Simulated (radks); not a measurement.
Pm38+, configuration [Ar] 3d5.

Method: non-relativistic Kohn-Sham, PBE, spin-polarised, spherical densities, point nucleus; open shells are filled with parallel spins first (spin-orbit coupling, left out, can overturn this in heavy ions); relativity is left out, which matters for an element this heavy; computed with a radial shooting solver on a logarithmic mesh with Libxc functionals.

Energy parts (eV):
total: -234141.74
kinetic: 234110.37
electron-nucleus: -506534.68
Hartree: 42499.29
exchange-correlation: -4216.72

Orbitals (lengths in bohr, moments of r in powers of bohr):
orbital  occ.  eigenvalue (eV)      <r^2>      <r>
1s up       1        -44477.93  0.0008275  0.02488
1s down     1        -44477.72  0.0008274  0.02488
2s up       1        -8564.602    0.01307   0.1056
2s down     1        -8543.110    0.01304   0.1055
2p up       3        -8233.853   0.009738  0.08966
2p down     3        -8218.419   0.009703  0.08950
3s up       1        -3093.572    0.07761   0.2613
3s down     1        -3073.929    0.07808   0.2622
3p up       3        -2959.028    0.07168   0.2494
3p down     3        -2937.597    0.07220   0.2504
3d up       5        -2728.059    0.05523   0.2183
3d down     0        -2700.240    0.05580   0.2194

The highest occupied level is 3d up at -2728.1 eV. Summed over all electrons, <r^2> = 0.9496 bohr^2, which gives a Langevin (diamagnetic) susceptibility term of -0.752 x 10^-6 cm^3/mol.
